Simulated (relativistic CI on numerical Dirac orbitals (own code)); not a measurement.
## Electric-dipole transitions in Yb2+

Computed by Dirac-Coulomb-Breit CI, orbitals from a KLI potential per configuration, model QED, valence Slater integrals scaled by 0.85, P86 correlation energy added to each configuration (own radial code, finite nucleus).

Configurations in the expansion (outside the closed core [Kr] 4d10 5s2): 4f¹⁴5p⁶, 4f¹³5p⁶6s, 4f¹³5p⁶5d, 4f¹³5p⁶6p, 4f¹³5p⁶5f, 4f¹³5p⁶7s, 4f¹⁴5p⁵5d, 4f¹³5p⁶6d, 4f¹³5p⁶7p, 4f¹³5p⁶8s, 4f¹³5p⁶7d, 4f¹³5p⁶8p, 4f¹³5p⁶6f, 4f¹³5p⁶5g, 4f¹⁴5p⁵5f, 4f¹⁴5p⁵6s. Double excitations out of closed p, d and f shells are left out; levels of such configurations are missing from the list, as are those of other unlisted configurations, and high levels can miss mixing partners.

```tsv
λ vac (nm)	Lower	Upper	A (s⁻¹)	gf	Branching (%)
192.65	4f¹³5p⁶6s ³F°4 [4]	4f¹³5p⁶6p ³F3 [37]	6.41e+05	2.50e-03	0.1
193.98	4f¹³5p⁶6s ¹F°3 [5]	4f¹³5p⁶6p ³F3 [37]	5.50e+05	2.17e-03	0.1
218.03	4f¹³5p⁶6s ³F°4 [4]	4f¹³5p⁶6p ³G3 [32]	5.49e+05	2.74e-03	0.1
218.11	4f¹³5p⁶6s ¹F°3 [5]	4f¹³5p⁶6p ¹D2 [33]	8.23e+05	2.94e-03	0.1
219.75	4f¹³5p⁶6s ¹F°3 [5]	4f¹³5p⁶6p ³G3 [32]	1.46e+06	7.39e-03	0.3
251.05	4f¹³5p⁶5d ³H°6 [6]	4f¹³5p⁶6p ³G5 [28]	2.26e+08	2.35e+00	28.4
278.54	4f¹³5p⁶6s ³F°4 [4]	4f¹³5p⁶6p ³G4 [27]	1.06e+08	1.11e+00	18.4
280.94	4f¹³5p⁶6s ³F°4 [4]	4f¹³5p⁶6p ³D3 [26]	3.14e+08	2.60e+00	53.8
281.35	4f¹³5p⁶6s ¹F°3 [5]	4f¹³5p⁶6p ³G4 [27]	2.43e+08	2.60e+00	42.0
283.79	4f¹³5p⁶6s ¹F°3 [5]	4f¹³5p⁶6p ³D3 [26]	2.63e+07	2.23e-01	4.5
```

Terms are leading LS components. Brackets give the number of a level in order of energy, since labels repeat. The list gives strong lines, with weight on those to low levels, without lines whose two gauges differ by over a factor of 2.5, among the lowest 189 of 217 levels, so that lines to higher ones, which can be the strongest, are missing, and without lines across small gaps between configurations, and without 241 lines that miss the measured interval by over 3.5 %, start from a term whose rates miss tabulated ones by over 60 %, have gauges far apart or, lacking measured levels, span too small a gap for the errors found; lines with a level outside our table were not tested and can miss by more. Levels whose partners in the same complex of configurations lie outside the list can be far off, and so can their lines. Rates are taken at the computed energies, electric ones in the length gauge.

For a near-neutral ion this model can misplace configurations by up to about 10,000 cm⁻¹ (more where the count of f electrons changes) and terms by 10 to 25 % of their spread. Rates follow the energies as ν³ (E1, M1) or ν⁵ (E2), so they and the lifetimes can be off by large factors. The fine structure of a lone outer electron comes out too small, for d and f at times inverted, and misplaced configurations move strength between like terms. 25 of the 35 excited levels that our extract of the measured tables holds in this range could be paired (the sources list more); they are missed by 24600 cm⁻¹ on average and 33530 at most, and levels without a partner can miss by more.

LS names give the leading component of a level, which can be under half, so a name can repeat, a term be missing and a line seem to break the LS rules.
